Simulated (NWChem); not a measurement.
System: ScCl3; SMILES [Cl][Sc]([Cl])[Cl]

NWChem printed, in part:

```
             Northwest Computational Chemistry Package (NWChem) 7.3.0
             --------------------------------------------------------

 C3H symmetry detected

                             Geometry "geometry" -> ""
                             -------------------------

 Output coordinates in angstroms (scale by  1.889725989 to convert to a.u.)

  No.       Tag          Charge          X              Y              Z
 ---- ---------------- ---------- -------------- -------------- --------------
    1 Sc                  21.0000    -0.00000000    -0.00000000    -0.00000000
    2 Cl                  17.0000     2.13199212     0.80770711     0.00000000
    3 Cl                  17.0000    -0.36650119    -2.25021289     0.00000000
    4 Cl                  17.0000    -1.76549093     1.44250578     0.00000000

 Effective nuclear repulsion energy (a.u.)     364.7740012929

      Symmetry information
      --------------------

 Group name             C3h
 Group number             22
 Group order               6
 No. of unique centers     2

                                 NWChem DFT Module
                                 -----------------

 Summary of "ao basis" -> "ao basis" (spherical)
 ------------------------------------------------------------------------------
       Tag                 Description            Shells   Functions and Types
 ---------------- ------------------------------  ------  ---------------------
 Sc                        def2-tzvp                15       45   6s4p4d1f
 Cl                        def2-tzvp                13       37   5s5p2d1f

      Symmetry analysis of basis
      --------------------------

        a'         37
        e'+        34
        e'-        34
        a"         17
        e"+        17
        e"-        17

  Rotation of axis

            General Information
            -------------------
          SCF calculation type: DFT
          Wavefunction type:  closed shell.
          No. of atoms     :     4
          No. of electrons :    72
           Alpha electrons :    36
            Beta electrons :    36
          Charge           :     0
          Spin multiplicity:     1
          Use of symmetry is: on ; symmetry adaption is: on
          Maximum number of iterations: 150
          AO basis - number of functions:   156
                     number of shells:    54
          Convergence on energy requested:  1.00D-06
          Convergence on density requested:  1.00D-05
          Convergence on gradient requested:  5.00D-04

              XC Information
              --------------
                      r^2SCAN Method XC Functional
               r^2SCAN metaGGA Exchange Functional  1.000
                     r^2SCAN Correlation Potential  1.000

             Grid Information
             ----------------
          Grid used for XC integration:  xfine
          Radial quadrature: Mura-Knowles
          Angular quadrature: Lebedev.
          Tag              B.-S. Rad. Rad. Pts. Rad. Cut. Ang. Pts.
          ---              ---------- --------- --------- ---------
          Sc                  1.60      160          10.0      1454
          Cl                  1.00      125          11.0      1454
          Grid pruning is: on
          Number of quadrature shells:   285
          Spatial weights used:  Erf1

      Superposition of Atomic Density Guess
      -------------------------------------

 Sum of atomic energies:       -2138.16059002

      Non-variational initial energy
      ------------------------------

 Total energy =   -2138.395345
 1-e energy   =   -3672.559056
 2-e energy   =    1169.389710
 HOMO         =      -0.460863
 LUMO         =      -0.059911

      Symmetry analysis of molecular orbitals - initial
      -------------------------------------------------

  Numbering of irreducible representations:

     1 a'          2 e'+         3 e'-         4 a"          5 e"+
     6 e"-

  Orbital symmetries:

     1 a'          2 a'          3 e'+         4 e'+         5 a'
     6 e'+         7 e'+         8 a"          9 a'         10 e'+
    11 e'+        12 a'         13 e'+        14 e'+        15 e'+
    16 e'+        17 a"         18 e"+        19 e"+        20 a'
    21 a'         22 e'+        23 e'+        24 a"         25 a'
    26 e'+        27 e'+        28 a'         29 e'+        30 e'+
    31 e'+        32 e'+        33 a"         34 e"+        35 e"+
    36 a'         37 a'         38 e"+        39 e"+        40 a'
    41 e'+        42 e'+        43 a"         44 e"+        45 e"+
    46 a'

   convergence    iter        energy       DeltaE   RMS-Dens  Diis-err
 ---------------- ----- ----------------- --------- --------- ---------
 d= 0,ls=0.0,diis     1  -2141.2714688451 -2.51D+03  2.37D-02  2.18D+00
 d= 0,ls=0.0,diis     2  -2125.2851163123  1.60D+01  1.87D-02  1.71D+02
 d= 0,ls=0.0,diis     3  -2141.0318523375 -1.57D+01  4.87D-03  4.03D+00
 d= 0,ls=0.0,diis     4  -2141.4818922233 -4.50D-01  7.33D-04  1.93D-02
 d= 0,ls=0.0,diis     5  -2141.4824920737 -6.00D-04  3.47D-04  1.32D-02
  Resetting Diis
 d= 0,ls=0.0,diis     6  -2141.4842756264 -1.78D-03  4.02D-05  1.38D-04
 d= 0,ls=0.0,diis     7  -2141.4842923822 -1.68D-05  2.26D-05  3.75D-06
 d= 0,ls=0.0,diis     8  -2141.4842884973  3.88D-06  1.78D-05  3.16D-05
 d= 0,ls=0.0,diis     9  -2141.4842928232 -4.33D-06  1.53D-06  1.99D-07
 d= 0,ls=0.0,diis    10  -2141.4842928492 -2.60D-08  1.46D-07  1.50D-09

         Total DFT energy =    -2141.484292849203
      One electron energy =    -3675.925011944643
           Coulomb energy =     1293.457522884061
    Exchange-Corr. energy =     -123.790805081532
 Nuclear repulsion energy =      364.774001292911

 Numeric. integr. density =       72.000000246668

                  Occupations of the irreducible representations
                  ----------------------------------------------

                     irrep           alpha         beta
                     --------     --------     --------
                     a'               10.0         10.0
                     e'+              18.0         18.0
                     e'-               0.0          0.0
                     a"                4.0          4.0
                     e"+               4.0          4.0
                     e"-               0.0          0.0

                       DFT Final Molecular Orbital Analysis
                       ------------------------------------

 Vector   34  Occ=2.000000D+00  E=-3.200320D-01  Symmetry=e'+
              MO Center= -5.1D-01,  5.2D-01,  3.2D-14, r^2= 5.5D+00
   Bfn.  Coefficient  Atom+Function         Bfn.  Coefficient  Atom+Function
  ----- ------------  ---------------      ----- ------------  ---------------
   135      0.297944  4 Cl py               134      0.257425  4 Cl px
    60     -0.223551  2 Cl px                98     -0.194159  3 Cl py
   138      0.179042  4 Cl py               137      0.154630  4 Cl px
    97      0.147821  3 Cl px                61      0.146812  2 Cl py
    63     -0.133666  2 Cl px               132      0.133598  4 Cl py

 Vector   35  Occ=2.000000D+00  E=-3.190225D-01  Symmetry=a"
              MO Center=  4.5D-13, -4.1D-13, -7.6D-16, r^2= 6.1D+00
   Bfn.  Coefficient  Atom+Function         Bfn.  Coefficient  Atom+Function
  ----- ------------  ---------------      ----- ------------  ---------------
    62      0.305362  2 Cl pz                99      0.305362  3 Cl pz
   136      0.305362  4 Cl pz                65      0.197242  2 Cl pz
   102      0.197242  3 Cl pz               139      0.197242  4 Cl pz
    59      0.139267  2 Cl pz                96      0.139267  3 Cl pz
   133      0.139267  4 Cl pz                53     -0.115871  2 Cl pz

 Vector   36  Occ=2.000000D+00  E=-3.033357D-01  Symmetry=a'
              MO Center= -5.3D-14, -2.4D-14, -7.8D-22, r^2= 6.3D+00
   Bfn.  Coefficient  Atom+Function         Bfn.  Coefficient  Atom+Function
  ----- ------------  ---------------      ----- ------------  ---------------
    97      0.315319  3 Cl px                61      0.298752  2 Cl py
   135     -0.247397  4 Cl py               100      0.209629  3 Cl px
   134     -0.202134  4 Cl px                64      0.198614  2 Cl py
   138     -0.164473  4 Cl py                94      0.145760  3 Cl px
    58      0.138102  2 Cl py               137     -0.134381  4 Cl px

 Vector   37  Occ=0.000000D+00  E=-1.491856D-01  Symmetry=a'
              MO Center= -1.1D-14,  7.9D-15,  1.6D-16, r^2= 1.8D+00
   Bfn.  Coefficient  Atom+Function         Bfn.  Coefficient  Atom+Function
  ----- ------------  ---------------      ----- ------------  ---------------
    21      0.521491  1 Sc d  0              26      0.354096  1 Sc d  0
     5      0.299448  1 Sc s                 31      0.243689  1 Sc d  0
     6      0.159529  1 Sc s                  4     -0.131964  1 Sc s
     3     -0.122955  1 Sc s                  2      0.046576  1 Sc s
   101      0.044377  3 Cl py                63     -0.042046  2 Cl px

 Vector   38  Occ=0.000000D+00  E=-1.319205D-01  Symmetry=e"+
              MO Center=  5.9D-02,  1.2D-01,  6.4D-15, r^2= 1.7D+00
   Bfn.  Coefficient  Atom+Function         Bfn.  Coefficient  Atom+Function
  ----- ------------  ---------------      ----- ------------  ---------------
    22      0.575960  1 Sc d  1              27      0.382518  1 Sc d  1
    32      0.283005  1 Sc d  1              65      0.160159  2 Cl pz
    62      0.140095  2 Cl pz               139     -0.134892  4 Cl pz
   136     -0.117994  4 Cl pz                59      0.075079  2 Cl pz
   133     -0.063235  4 Cl pz                53     -0.055064  2 Cl pz

 Vector   39  Occ=0.000000D+00  E=-1.319205D-01  Symmetry=e"+
              MO Center= -5.9D-02, -1.2D-01, -2.3D-14, r^2= 1.7D+00
   Bfn.  Coefficient  Atom+Function         Bfn.  Coefficient  Atom+Function
  ----- ------------  ---------------      ----- ------------  ---------------
    20      0.575960  1 Sc d -1              25      0.382518  1 Sc d -1
    30      0.283005  1 Sc d -1             102      0.170348  3 Cl pz
    99      0.149008  3 Cl pz               139     -0.107056  4 Cl pz
   136     -0.093644  4 Cl pz                96      0.079856  3 Cl pz
    65     -0.063292  2 Cl pz                90     -0.058567  3 Cl pz

     Multipole analysis of the density
     ---------------------------------

     L   x y z        total         alpha         beta         nuclear
     -   - - -        -----         -----         ----         -------
     0   0 0 0     -0.000000    -36.000000    -36.000000     72.000000

     1   1 0 0      0.000000      0.000000      0.000000      0.000000
     1   0 1 0     -0.000000      0.000000      0.000000     -0.000000
     1   0 0 1     -0.000000      0.000000      0.000000     -0.000000

     2   2 0 0    -46.568525   -259.944800   -259.944800    473.321075
     2   1 1 0      0.000000      0.000000      0.000000      0.000000
     2   1 0 1      0.000000      0.000000      0.000000      0.000000
     2   0 2 0    -46.568525   -259.944800   -259.944800    473.321075
     2   0 1 1      0.000000      0.000000      0.000000      0.000000
     2   0 0 2    -37.467634    -18.733817    -18.733817      0.000000

            General Information
            -------------------
          SCF calculation type: DFT
          Wavefunction type:  closed shell.
          No. of atoms     :     4
          No. of electrons :    72
           Alpha electrons :    36
            Beta electrons :    36
          Charge           :     0
          Spin multiplicity:     1
          Use of symmetry is: on ; symmetry adaption is: on
          Maximum number of iterations: 150
          AO basis - number of functions:   156
                     number of shells:    54
          Convergence on energy requested:  1.00D-06
          Convergence on density requested:  1.00D-05
          Convergence on gradient requested:  5.00D-04

              XC Information
              --------------
                      r^2SCAN Method XC Functional
               r^2SCAN metaGGA Exchange Functional  1.000
                     r^2SCAN Correlation Potential  1.000

             Grid Information
             ----------------
          Grid used for XC integration:  xfine
          Radial quadrature: Mura-Knowles
          Angular quadrature: Lebedev.
          Tag              B.-S. Rad. Rad. Pts. Rad. Cut. Ang. Pts.
          ---              ---------- --------- --------- ---------
          Sc                  1.60      160          10.0      1454
          Cl                  1.00      125          11.0      1454
          Grid pruning is: on
          Number of quadrature shells:   285
          Spatial weights used:  Erf1

          Convergence Information
          -----------------------
          Convergence aids based upon iterative change in
          total energy or number of iterations.
          Levelshifting, if invoked, occurs when the
          HOMO/LUMO gap drops below (HL_TOL):  1.00D-02
          DIIS, if invoked, will attempt to extrapolate
          using up to (NFOCK): 10 stored Fock matrices.

                    Damping( 0%)  Levelshifting(0.5)       DIIS
                  --------------- ------------------- ---------------
          dE  on:    start            ASAP                start
          dE off:    2 iters        150 iters           150 iters

                            NWChem DFT Gradient Module
                            --------------------------

  charge          =   0.00
  wavefunction    = closed shell

  Rotation of axis
  Using symmetry

                         DFT ENERGY GRADIENTS

    atom               coordinates                        gradient
                 x          y          z           x          y          z
   1 Sc     -0.000000  -0.000000  -0.000000    0.000000  -0.000000   0.000000
   2 Cl      4.028881   1.526345   0.000000    0.001144   0.000434   0.000000
   3 Cl     -0.692587  -4.252286   0.000000   -0.000196  -0.001208   0.000000
   4 Cl     -3.336294   2.725941   0.000000   -0.000948   0.000774   0.000000
```

Level: r2SCAN/def2-TZVP. Structure relaxed at the B3LYP/6-31G* (spherical d) level.

### Question
Which NWChem input produces such a log?

### Answer
Several could match; the one computed here: the input that was run:
```
start job
memory heap 200 mb stack 900 mb global 1100 mb
geometry units angstroms noautoz
  Sc     0.005864     0.018249     0.012361
  Cl     2.177991    -0.355914    -0.570007
  Cl    -0.843716    -0.918395     1.909795
  Cl    -1.313164     1.333747    -1.301549
end
basis spherical
  * library def2-tzvp
end
dft
  xc r2scan
  iterations 150
  grid xfine
end
task dft gradient
```
